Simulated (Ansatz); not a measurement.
Ansatz (a first-principles code) input (wB97M-V/def2-TZVPD):

Ansatz 0.2 input:
```yaml
crystal:
  periodic: [false, false, false]
  atoms:
    - {symbol: Si, position_ang: [0.00296417, -0.00425740, 0.93626949]}
    - {symbol: Br, position_ang: [1.06311508, -1.61260081, -0.19795821]}
    - {symbol: Br, position_ang: [-1.06430074, 1.61430377, -0.17654958]}
basis:
  gaussian:
    orbitals: def2-TZVPD
hamiltonian:
  xc: {name: wB97M-V}
total_charge: -1
magnetization: {spin_polarized: true, initial_magnetization: 1}
```

End of the output:

```
integrals: 0.15 GiB planned
991 factors; integrals over basis functions are off by at most 1.3e-3 eV
integrals: 0.22 GiB planned
218 factors; integrals over basis functions are off by at most 1.4e-4 eV
mean field: 1.90 GiB planned
mean field evaluation 1: about -147963.9159 eV, gradient 1.4e1 eV
mean field evaluation 2: about -147964.4413 eV, gradient 1.1e1 eV
mean field evaluation 4: about -147964.7792 eV, gradient 3.5e-1 eV
mean field evaluation 8: about -147964.8299 eV, gradient 7.5e-2 eV
mean field evaluation 16: about -147964.8300 eV, gradient 1.6e-4 eV
mean field -147964.83004242 eV, -5437.6072098949 hartree, gradient 5.9e-5 eV, S^2 0.752938; 0 other end points of the search recorded, 0 dependent functions left out
reference -147964.83009769 eV, -5437.6072119260 hartree; 43, 42 occupied and 114, 115 virtual orbitals, 991 factors
Total energy: -147964.83009769 eV, -5437.6072119260 hartree
```

This state (charge -1, doublet) is run at the relaxed geometry of the species with charge 0 and multiplicity 3.
